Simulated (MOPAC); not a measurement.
Input file for MOPAC: PM3 on CH3FOSi (SMILES CO[Si]F), a point of a torsion scan.

```
PM3 1SCF PRECISE CHARGE=0 THREADS=1
CH3FOSi

C     -0.84509586 1    -0.03305097 1     0.08388561 1
O      0.26012029 1     0.80868500 1    -0.08598883 1
Si     1.84935057 1     0.64556482 1    -0.24927451 1
F      2.10173837 1    -0.73535205 1     0.61246764 1
H     -1.27369887 1    -0.25934210 1    -0.89542247 1
H     -1.58773011 1     0.48853184 1     0.69000940 1
H     -0.56282204 1    -0.96492500 1     0.57873034 1
```

It printed:

```
*******************************************************************************
 **                                                                           **
 **                              MOPAC v23.2.5                                **
 **                                                                           **
 *******************************************************************************
 ** MOPAC's Digital Object Identifier: https://doi.org/10.5281/zenodo.6511958 **
 **                                                                           **
 ** Please cite the open-source release paper for use of this MOPAC version:  **
 ** J. E. Moussa and J. J. P. Stewart (2026)                                  **
 ** MOPAC: An open-source semiempirical molecular orbital program             **
 ** J. Open Source Softw., 11(119), 8025, https://doi.org/10.21105/joss.08025 **
 *******************************************************************************

                              PM3 CALCULATION RESULTS

 *******************************************************************************
 *  PM3        - The PM3 Hamiltonian to be used
 *
 *
 *
 *                 CHARGE ON SYSTEM = 0
 *
 *
 *
 *  PRECISE    - TIGHTER CRITERIA TO BE USED
 *  1SCF       - DO 1 SCF AND THEN STOP
 *  THREADS=1  - MULTI-THREADING NOT USED
 *  T=         - A TIME OF 172800.0 SECONDS REQUESTED
 *  DUMP=N     - RESTART FILE WRITTEN EVERY 7200.0 SECONDS REQUESTED
 *******************************************************************************
PM3 1SCF PRECISE CHARGE=0 THREADS=1
 CH3FOSi

   ATOM   CHEMICAL          X               Y               Z
  NUMBER   SYMBOL      (ANGSTROMS)     (ANGSTROMS)     (ANGSTROMS)

     1       C         -0.84509586  *  -0.03305097  *   0.08388561  *
     2       O          0.26012029  *   0.80868500  *  -0.08598883  *
     3      Si          1.84935057  *   0.64556482  *  -0.24927451  *
     4       F          2.10173837  *  -0.73535205  *   0.61246764  *
     5       H         -1.27369887  *  -0.25934210  *  -0.89542247  *
     6       H         -1.58773011  *   0.48853184  *   0.69000940  *
     7       H         -0.56282204  *  -0.96492500  *   0.57873034  *



          CARTESIAN COORDINATES

    NO.       ATOM           X           Y           Z

     1         C         -0.8451     -0.0331      0.0839
     2         O          0.2601      0.8087     -0.0860
     3        Si          1.8494      0.6456     -0.2493
     4         F          2.1017     -0.7354      0.6125
     5         H         -1.2737     -0.2593     -0.8954
     6         H         -1.5877      0.4885      0.6900
     7         H         -0.5628     -0.9649      0.5787

  H: (PM3): J. J. P. STEWART, J. COMP. CHEM. 10, 209 (1989).
  C: (PM3): J. J. P. STEWART, J. COMP. CHEM. 10, 209 (1989).
  O: (PM3): J. J. P. STEWART, J. COMP. CHEM. 10, 209 (1989).
  F: (PM3): J. J. P. STEWART, J. COMP. CHEM. 10, 209 (1989).
 Si: (PM3): J. J. P. STEWART, J. COMP. CHEM. 10, 209 (1989).

           Empirical Formula: C H3 O Si F  =     7 atoms



      MOLECULAR POINT GROUP   :   C1


      RHF CALCULATION, NO. OF DOUBLY OCCUPIED LEVELS = 12


 -------------------------------------------------------------------------------
 PM3 1SCF PRECISE CHARGE=0 THREADS=1
 CH3FOSi



     1SCF WAS SPECIFIED, SO BFGS WAS NOT USED
     SCF FIELD WAS ACHIEVED


                              PM3 CALCULATION
                                                       MOPAC v23.2.5 Linux




          FINAL HEAT OF FORMATION =       -137.38486 KCAL/MOL =    -574.81826 KJ/MOL


          COSMO AREA              =        110.68 SQUARE ANGSTROMS
          COSMO VOLUME            =         98.86 CUBIC ANGSTROMS

          IONIZATION POTENTIAL    =          8.502969 EV
          HOMO LUMO ENERGIES (EV) =         -8.503 -1.044
          NO. OF FILLED LEVELS    =         12
          MOLECULAR WEIGHT        =         78.1180         POINT GROUP:  C1

          MOLECULAR DIMENSIONS (Angstroms)

            Atom       Atom       Distance
            H     6    F     4     3.88794
           Si     3    H     7     2.42135
            F     4    H     5     1.68772


          SCF CALCULATIONS        =          1





   ATOM   CHEMICAL          X               Y               Z
  NUMBER   SYMBOL      (ANGSTROMS)     (ANGSTROMS)     (ANGSTROMS)

     1       C         -0.84509586  *  -0.03305097  *   0.08388561  *
     2       O          0.26012029  *   0.80868500  *  -0.08598883  *
     3      Si          1.84935057  *   0.64556482  *  -0.24927451  *
     4       F          2.10173837  *  -0.73535205  *   0.61246764  *
     5       H         -1.27369887  *  -0.25934210  *  -0.89542247  *
     6       H         -1.58773011  *   0.48853184  *   0.69000940  *
     7       H         -0.56282204  *  -0.96492500  *   0.57873034  *

                             CARTESIAN COORDINATES

   1    C       -0.845095860    -0.033050970     0.083885610
   2    O        0.260120290     0.808685000    -0.085988830
   3   Si        1.849350570     0.645564820    -0.249274510
   4    F        2.101738370    -0.735352050     0.612467640
   5    H       -1.273698870    -0.259342100    -0.895422470
   6    H       -1.587730110     0.488531840     0.690009400
   7    H       -0.562822040    -0.964925000     0.578730340


           Empirical Formula: C H3 O Si F  =     7 atoms



      MOLECULAR POINT GROUP   :   C1


                  EIGENVALUES
 -37.73715 -26.79928 -20.96421 -17.40769 -16.02733 -15.94301 -15.82340 -15.09073
 -14.81314 -11.48035 -11.22747  -8.50297  -1.04381   0.92301   2.14545   3.76438
   4.30786   4.35382   5.30772


              NET ATOMIC CHARGES AND DIPOLE CONTRIBUTIONS

  ATOM NO.   TYPE          CHARGE      No. of ELECS.   s-Pop       p-Pop
    1          C           0.133796        3.8662     1.12055     2.74566
    2          O          -0.472457        6.4725     1.76278     4.70968
    3         Si           0.619184        3.3808     1.72556     1.65525
    4          F          -0.318388        7.3184     1.66068     5.65770
    5          H           0.011983        0.9880     0.98802
    6          H           0.021377        0.9786     0.97862
    7          H           0.004504        0.9955     0.99550
 DIPOLE           X         Y         Z       TOTAL
 POINT-CHG.     0.904     1.202    -1.397     2.053
 HYBRID        -2.360    -2.050     1.342     3.402
 SUM           -1.456    -0.848    -0.055     1.686


          ATOMIC ORBITAL ELECTRON POPULATIONS

     Atom    s        px        py        pz
    1  C   1.12055   0.86402   0.91146   0.97017
    2  O   1.76278   1.35593   1.58362   1.77013
    3 Si   1.72556   0.59487   0.60369   0.45668
    4  F   1.66068   1.95216   1.83331   1.87224
    5  H   0.98802
    6  H   0.97862
    7  H   0.99550

 **********************
 *                    *
 * JOB ENDED NORMALLY *
 *                    *
 **********************




 == MOPAC DONE ==
```

The run finished.

Cost: about 0.010 core-seconds (a rough figure).
